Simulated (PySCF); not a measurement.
Diatomics of Tl with the chalcogens

r²SCAN with triple-zeta basis sets in PySCF, for the lowest determinant that a PBE0 search found; no spin–orbit coupling. De refers to high-spin ground-configuration atoms. A positive dipole means M(−)Tl(+).

```csv
M,basis,state (unpaired electrons),Re (Å),ωe (cm⁻¹),De (eV),μ (D)
O,x2c-TZVPPall,doublet (π ↑),2.174,461,3.42,3.43
S,x2c-TZVPPall,doublet (π ↑),2.574,271,3.18,3.44
Se,def2-TZVPP,doublet (π ↑),2.713,174,2.96,3.57
```

The shortest bond is that of TlO (2.174 Å), the longest that of TlSe (2.713 Å).

The rows differ in basis set, which adds steps of its own.

Down a group the atoms grow and get heavier, so bonds lengthen and wavenumbers fall; this series shows no clear exception.

These are scalar-relativistic numbers at best; spin–orbit coupling would shift them, the dissociation energy most. States were picked by a PBE0 search and need not be the measured ground states.
